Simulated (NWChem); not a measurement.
C2H6O2Si; SMILES C(O)[SiH2]C=O

```xyz
11

O     -0.9302     2.1440     0.2928
C      0.2258     1.8675     0.0237
Si     0.8160     0.0252    -0.0423
C     -0.6948    -1.1323    -0.1073
O     -0.3054    -2.5060     0.0356
H      0.9519     2.6949    -0.1783
H      1.7258    -0.1686    -1.2037
H      1.5963    -0.2378     1.2024
H     -1.4540    -0.8358     0.6318
H     -1.1773    -1.0573    -1.0875
H     -0.0196    -2.6385     0.9526
```
Atoms are numbered in this order, from 1.

Computed with NWChem. Pople sets run with spherical d functions. All runs use the structure optimised with B3LYP/6-31G* (spherical d). Level: B3LYP/6-31G* with SMD (1 M gas to 1 M solution), gas-phase geometry. Reactions with the solvent are ignored.

Problem. Predict the results for solvent toluene. Quantities: solvation free energy (kcal/mol); cavity-dispersion-structure term (kcal/mol); dipole in solution (D).

Solution. The solvation free energy (kcal/mol) is -3.8. The cavity-dispersion-structure term (kcal/mol) is -1.0 and the dipole in solution (D) is 1.73.
